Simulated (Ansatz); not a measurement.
W₃⁻, relaxed as a doublet with UKS PBE0-D4/def2-TZVPD in Ansatz, starting from packed atoms. Force threshold 0.02 eV/Å.

In the def2 sets W takes a core potential; there is no spin–orbit coupling. The charge -1 doublet is spin-contaminated (final ⟨S²⟩ up to 0.92, 0.75 for a pure state). The relaxation made no stability test and no search for a lower SCF solution. The structure comes from a short search, and lower isomers may exist.

Start:

Cartesian coordinates in Å:
```
W 1.676 1.029 -0.377
W -1.525 0.745 0.894
W -0.151 -1.774 -0.516
```

Question: Estimate the energy that the relaxation releases and the steps that it takes.

Answer: 120.7 kcal/mol, in 11 steps; 58 s on 4 threads of Arm Neoverse V2 on a shared host. No frequencies were taken in this run, so the end may be a saddle point.

Question: Does the start keep its bonding and symmetry?

Answer: By distances, no bond broke or formed. The bond that changes most is W1–W2, from 3.46 to 2.25 Å (atoms count from 1). Point group Cs at the start, C2v at the end, both within 0.05 Å.

Question: Predict the relaxed structure.

Answer: 
```xyz
3

W     1.091    0.716   -0.230
W    -0.995    0.552    0.604
W    -0.097   -1.268   -0.374
```
Bond lengths (bridged metal pairs left out): 3 × W–W 2.25 to 2.32 Å.
